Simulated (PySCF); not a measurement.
IRb, charge -1, doublet, at the geometry of the source list (a state made from the parent by changing its charge; the spin is typed, not shown lowest) (core potentials on I, Rb) (in this run its highest filled SCF level lies above zero, so its values depend strongly on the basis, on diffuse functions most of all); M062X/def2-SVP in PySCF.

The PySCF input:
```python
from pyscf import gto, scf, dft

mol = gto.Mole()
mol.atom = '''
    Rb   -1.08960000   -0.77400000   -0.92830000
    I     1.08960000    0.77400000    0.92830000
'''
mol.basis = 'def2-svp'
mol.ecp = {'I': 'def2-svp', 'Rb': 'def2-svp'}
mol.charge = -1
mol.spin = 1
mol.verbose = 4
mol.build()

mf = dft.UKS(mol)
mf.xc = 'm062x'
mf.kernel()
```

What the program printed (banner, timings and long lists left out):

```
PySCF version 2.14.0

[INPUT] verbose = 4
[INPUT] num. atoms = 2
[INPUT] num. electrons = 35
[INPUT] charge = -1
[INPUT] spin (= nelec alpha-beta = 2S) = 1
[INPUT] symmetry False subgroup None
[INPUT] Mole.unit = angstrom
[INPUT] Symbol           X                Y                Z      unit          X                Y                Z       unit  Magmom
[INPUT]  1 Rb    -1.089600000000  -0.774000000000  -0.928300000000 AA   -2.059045585326  -1.462648020413  -1.754232761434 Bohr   0.0
[INPUT]  2 I      1.089600000000   0.774000000000   0.928300000000 AA    2.059045585326   1.462648020413   1.754232761434 Bohr   0.0

nuclear repulsion = 36.5839816703182
number of shells = 20
number of NR pGTOs = 96
number of NR cGTOs = 50
basis = def2-svp
ecp = {'I': 'def2-svp', 'Rb': 'def2-svp'}

******** <class 'pyscf.dft.uks.UKS'> ********
method = UKS
initial guess = minao
damping factor = 0
level_shift factor = 0
DIIS = <class 'pyscf.scf.diis.CDIIS'>
diis_start_cycle = 1
diis_space = 8
diis_damp = 0
SCF conv_tol = 1e-09
SCF conv_tol_grad = None
SCF max_cycles = 50
direct_scf = True
direct_scf_tol = 1e-13
number electrons alpha = 18  beta = 17
XC library pyscf.dft.libxc version 7.1.2
    S. Lehtola, C. Steigemann, M. J. T. Oliveira, and M. A. L. Marques,  SoftwareX 7, 1–5 (2018)
XC functionals = m062x
    Y. Zhao and D. G. Truhlar,  Theor. Chem. Acc. 120, 215 (2008)
    Y. Zhao and D. G. Truhlar,  Theor. Chem. Acc. 120, 215 (2008)
radial grids:
    Treutler-Ahlrichs [JCP 102, 346 (1995); DOI:10.1063/1.469408] (M4) radial grids

becke partition: Becke, JCP 88, 2547 (1988); DOI:10.1063/1.454033
pruning grids: <function nwchem_prune>
grids dens level: 3
symmetrized grids: False
atomic radii adjust function: <function treutler_atomic_radii_adjust>
small_rho_cutoff = 0
Set gradient conv threshold to 3.16228e-05
tot grids = 43872
init E= -287.336555779087

cycle= 1 E= -319.93046494328  delta_E= -32.6  |g|= 1.92  |ddm|= 6.52
cycle= 2 E= -315.24099805249  delta_E= 4.69  |g|= 1.88  |ddm|= 7.64

cycle= 3 E= -321.231556582298  delta_E= -5.99  |g|= 0.679  |ddm|= 6.44
cycle= 4 E= -321.719790604606  delta_E= -0.488  |g|= 0.133  |ddm|=  2.6
cycle= 5 E= -321.76498563749  delta_E= -0.0452  |g|= 0.0527  |ddm|= 0.877
cycle= 6 E= -321.769132527089  delta_E= -0.00415  |g|= 0.0248  |ddm|= 0.263
cycle= 7 E= -321.770322957316  delta_E= -0.00119  |g|= 0.00747  |ddm|= 0.128
cycle= 8 E= -321.770526092526  delta_E= -0.000203  |g|= 0.0015  |ddm|= 0.0884
cycle= 9 E= -321.770538542909  delta_E= -1.25e-05  |g|= 0.00059  |ddm|= 0.021
cycle= 10 E= -321.770541165898  delta_E= -2.62e-06  |g|= 0.000308  |ddm|= 0.00905
cycle= 11 E= -321.77054213932  delta_E= -9.73e-07  |g|= 0.000251  |ddm|= 0.00319
cycle= 12 E= -321.770543299658  delta_E= -1.16e-06  |g|= 0.000177  |ddm|= 0.00428
cycle= 13 E= -321.770544297121  delta_E= -9.97e-07  |g|= 7.9e-05  |ddm|= 0.00777
cycle= 14 E= -321.770544339989  delta_E= -4.29e-08  |g|= 2.86e-05  |ddm|= 0.00107
cycle= 15 E= -321.77054435334  delta_E= -1.34e-08  |g|= 8.79e-06  |ddm|= 0.000797
cycle= 16 E= -321.770544355054  delta_E= -1.71e-09  |g|= 4.26e-06  |ddm|= 0.000384
cycle= 17 E= -321.770544355125  delta_E= -7.17e-11  |g|= 1.3e-06  |ddm|= 7.83e-05
Extra cycle  E= -321.770544355135  delta_E= -9.15e-12  |g|= 7.31e-07  |ddm|= 1.36e-05
converged SCF energy = -321.770544355135  <S^2> = 0.75195566  2S+1 = 2.0019547
```
